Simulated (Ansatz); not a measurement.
Molecule: SiF2, net charge 0, singlet state. 
Geometry from a B3LYP-D3(BJ)/def2-TZVP (Ansatz, a quantum-chemistry and plane-wave program) optimisation:
```
Si
F 1 1.6090
F 1 1.6090 2 100.76
```
Charge 0, spin multiplicity 1.

Basis-set convergence of Hartree-Fock and MP2 correlation energies (hartree) with Ansatz. Valence correlation only, unless marked. No spin-orbit coupling. No relativistic terms.

The Hartree-Fock reference is unstable (checked in the largest basis), which strains HF and MP2. 

```tsv
basis	functions	E(HF)	E(corr, MP2)
aug-cc-pV(D+d)Z	78	-487.93609	-0.49427
aug-cc-pV(T+d)Z	147	-488.00751	-0.61787
aug-cc-pV(Q+d)Z	249	-488.02652	-0.66485
```

Extrapolating the two largest sets (X = 3 and 4) as X^-3: E(corr) = (64·(-0.66485) - 27·(-0.61787))/37 = -0.6991 Eh, an estimate of the basis-set limit. The largest set recovers 95.1 % of it, the smallest 70.7 %.
